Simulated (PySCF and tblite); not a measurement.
The numbers below are computed, except where a source is named.
System: C3H6FO2S (charge -1), numbered as in [CH3:1][C-:2]([F:3])[S:4]([CH3:5])(=[O:6])=[O:7].

For the pyramidal inversion at C2: electronic barrier 7.05 kcal/mol, zero-point change 0.06 kcal/mol, thermal and entropy terms at 250 K a further 0.27 kcal/mol (symmetry numbers apart). The minimum is C1, the saddle C1. Level: PBE/pcSseg-1 + D3(BJ), IEF-PCM tetrahydrofuran on PBE0-D3(BJ)/def2-SVP stationary points, with GFN2-xTB thermal terms. Rate constants are transition-state-theory values, counting equivalent paths, without tunnelling. Programs: tblite and PySCF.

(1) How many equivalent paths lead out of the minimum?

(2) Work out the rate at 250 K.

The ion is treated without a counter-ion.

Answers

(1) 1: the symmetry number of the minimum is 1, that of the saddle displaced along its mode 1.

(2) ΔG‡ = 7.38 kcal/mol; k_B T/h = 5.2×10¹² s⁻¹; exp(−ΔG‡/RT) = 3.5×10⁻⁷; times 1 gives k = 1.8×10⁶ s⁻¹. Wigner's tunnelling factor for the 435i cm⁻¹ mode would be 1.26.
